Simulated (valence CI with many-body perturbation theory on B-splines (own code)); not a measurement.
## Te I in brief

Method: valence CI with perturbative core correlation (CI+MBPT): six valence electrons over a frozen Dirac-Fock core [Kr] 4d10, radial functions for each j: 9 s, 9 p, 8 d, 6 f, 3 g, 1 h, with the one-electron correlation potential Σ1 (screened to all orders), the two-electron term Σ2, the three-electron term Σ3, Breit, model QED; selected single and double excitations, second order for the rest, scaled by the run's own slope (own B-spline code, finite nucleus).

Set against measurement, 23 paired levels are off by 166 cm⁻¹ on average, the worst by 300. These come from a selection out of the NIST Handbook of Basic Atomic Spectroscopic Data. Levels without a partner in it may be off by more. Among the levels kept, up to 1400 cm⁻¹ of a level comes from second order outside the variational space, and about a tenth of that is noise between levels of different J, which matters for small intervals.

Rates and lifetimes use the calculated energies. Strong lines usually hold to 10 to 20 %, long lifetimes can be off by a factor of two.

(1) What is the ground level?

(2) Where does the other parity begin?

(3) What is the ionisation energy?

(4) What are the static dipole polarisabilities of the lowest levels?

(5) How is the term ³P of the ground level split?

(6) Among levels below 61702 cm⁻¹, which E1 lines absorb most strongly from the ground level?

(7) How well does LS coupling describe the low levels?

## Answers

(1) 5s²5p⁴ ³P_2, composition 86 % 5s²5p⁴ ³P + 7 % 5s²5p⁴ ¹D, g = 1.462.

(2) At 5s²5p³6s ⁵S°_2, 44107 cm⁻¹.

(3) 8.9626 eV; NIST lists 9.00981 eV (measured).

(4) 5s²5p⁴ ³P_2 35.4 (tensor -1.5); 5s²5p⁴ ³P_0 36.1; 5s²5p⁴ ³P_1 36.5 (tensor 1.3); 5s²5p⁴ ¹D_2 37.1 (tensor 2.9) bohr³, of which the core gives 1.30. The recommended value for the atom is 38 ± 4 bohr³ (Schwerdtfeger and Nagle, table of static dipole polarizabilities (2023 update)).

(5) J = 2 at 0.0, J = 0 at 4636, J = 1 at 4652 cm⁻¹.

(6) to 5s²5p³5d ³D°_3 at 170.5 nm, f = 0.241; to 5s²5p³6s ³S°_1 at 214.7 nm, f = 0.120; to 5s²5p³6s ³D°_2 at 182.5 nm, f = 0.0715.

(7) Among the lowest 20 levels the leading LS term, summed over configurations, holds 89 % on average. For single configurations the figures are 80 % in LS and 48 % in jj coupling. Terms mix most in the J = 2 level at 54786 cm⁻¹, where the leading one holds 66 %.
